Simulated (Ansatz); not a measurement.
`C=C[CH2][In]([F])[Cl]` + `BNB` → `BN(B)CC=C` + `[F][InH][Cl]`  (substitution at a C–In bond)

Program: Ansatz. Geometries: PBE0-D4/def2-TZVP. ΔE: electronic, gas phase. CBS: MP2 limit from def2 TZ/QZ plus the TZ coupled-cluster correction, frozen cores. def2 core potentials past Kr. For In outer-core shells are correlated without core-valence functions, which leaves a few kJ/mol of doubt a bond. One conformer a species, not always the lowest.

| species | CCSD(T)/CBS(def2) energy (Eh) |
| --- | --- |
| `C=C[CH2][In]([F])[Cl]` | -866.61551 |
| `BNB` | -107.34560 |
| `BN(B)CC=C` | -223.88296 |
| `[F][InH][Cl]` | -750.05448 |

Work out ΔE.

ΔE = (-223.88296) + (-750.05448) − (-866.61551) − (-107.34560) = 0.02367 Eh = +14.9 kcal/mol.

What do rigid-rotor, harmonic-oscillator terms from PBE0-D4/def2-TZVP frequencies (298.15 K, 1 bar) make of the CCSD(T)/CBS value? (Best estimate.)

Computed: ΔZPE = -1.3 kcal/mol, ΔH = +12.9 kcal/mol, ΔS = -15 J/(mol·K), ΔG = +14.0 kcal/mol. Modes under 50 cm⁻¹ make the entropy rough.

Largest T1 diagnostic among the species: 0.015.

At CCSD(T), def2-SVP lies −2.9 kcal/mol from the extrapolated value and def2-TZVPP −1.1 kcal/mol. The D4 term adds −1.3 kcal/mol with B3LYP and −0.8 kcal/mol with PBE0; it sums over pairs of atoms, weighted by their polarisabilities, and B3LYP, whose exchange is more repulsive, gets the larger term.

B3LYP here is the variant with VWN-RPA as its local correlation; programs differ in this.
